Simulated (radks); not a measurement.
The numbers below are computed, except where a source is named.
The nuclear charge of the rhodium ion Rh2+ is varied continuously with 43 electrons held in [Kr] 4d7. Code: a radial shooting solver on a logarithmic mesh with Libxc functionals. Model: scalar-relativistic Kohn-Sham, PBEsol, spin-unpolarised, spherical densities, finite nucleus; Fermi nuclear charge, rms radius 4.4945 fm. By the Hellmann-Feynman theorem dE/dZ = E(electron-nucleus)/Z, the electronic potential at the nucleus (averaged over a nucleus of fixed radius). The scalar-relativistic energy here is not variational (the density holds large components alone), so the two differ by a part that grows with Z.

Z     E (hartree)  E(electron-nucleus)/Z (hartree)  HOMO  e(HOMO) (eV)  <r> HOMO (bohr)
44    -4528.09016                         -248.049    4d       -12.547            1.641
44.1  -4552.99688                         -248.821    4d       -13.730            1.617
44.2  -4577.98127                         -249.592    4d       -14.945            1.595
44.3  -4603.04331                         -250.363    4d       -16.191            1.573
44.4  -4628.18299                         -251.134    4d       -17.468            1.552
44.5  -4653.40030                         -251.905    4d       -18.775            1.532
44.6  -4678.69522                         -252.676    4d       -20.111            1.513
44.7  -4704.06776                         -253.447    4d       -21.475            1.495
44.8  -4729.51790                         -254.217    4d       -22.868            1.477
44.9  -4755.04566                         -254.988    4d       -24.289            1.460
45    -4780.65102                         -255.759    4d       -25.736            1.444
45.1  -4806.33399                         -256.529    4d       -27.211            1.428
45.2  -4832.09457                         -257.300    4d       -28.711            1.412
45.3  -4857.93277                         -258.071    4d       -30.238            1.397
45.4  -4883.84860                         -258.841    4d       -31.790            1.383
45.5  -4909.84206                         -259.612    4d       -33.367            1.369
45.6  -4935.91317                         -260.383    4d       -34.970            1.355
45.7  -4962.06193                         -261.154    4d       -36.596            1.342
45.8  -4988.28837                         -261.925    4d       -38.248            1.329
45.9  -5014.59248                         -262.696    4d       -39.923            1.317
46    -5040.97429                         -263.467    4d       -41.622            1.305

The central difference of E at Z = 45 is -256.442 hartree, to compare with the third column; the second derivative is -7.76 hartree.
